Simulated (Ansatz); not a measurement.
Start from `CS[Si](Cl)(Cl)Cl` and change one atom or group to get `CN[Si](Cl)(Cl)Cl`.

Ansatz, PBE0-D4/def2-TZVP geometries, multiplicity 1. Each molecule was computed in one conformer, which needn't be the lowest.

| property | `CS[Si](Cl)(Cl)Cl` |
| --- | --- |
| ideal-gas entropy at 298 K and 1 bar (rigid rotor, harmonic PBE0-D4/def2-TZVP) / J/(mol·K) | 401 |
| HOMO–LUMO gap (PBE0/def2-TZVPP) / eV | 7.12 |
| HOMO–LUMO gap (ωB97M-V/def2-TZVPP) / eV | 11.29 |
| HOMO–LUMO gap (B3LYP/def2-TZVPP) / eV | 6.64 |
| HOMO energy (PBE/def2-TZVPP) / eV | -6.37 |
| HOMO energy (PBE0/def2-TZVPP) / eV | -7.62 |

Question: What does the change do to each property? (Estimate.)

Answer: Computed: 
```csv
property,`CN[Si](Cl)(Cl)Cl`,shift
"ideal-gas entropy at 298 K and 1 bar (rigid rotor, harmonic PBE0-D4/def2-TZVP) / J/(mol·K)",396,-5
HOMO–LUMO gap (PBE0/def2-TZVPP) / eV,7.95,0.83
HOMO–LUMO gap (ωB97M-V/def2-TZVPP) / eV,12.09,0.80
HOMO–LUMO gap (B3LYP/def2-TZVPP) / eV,7.42,0.78
HOMO energy (PBE/def2-TZVPP) / eV,-6.22,0.15
HOMO energy (PBE0/def2-TZVPP) / eV,-7.64,-0.02
```

The zero-point energy changes by 39.7 kJ/mol with +3 modes. Modes under 60 cm⁻¹, often nearly free rotors, make the harmonic entropy too high.

B3LYP here is the variant with VWN-RPA as its local correlation; programs differ in this.

Positive LUMOs are unbound, so they and the gaps depend on the basis.
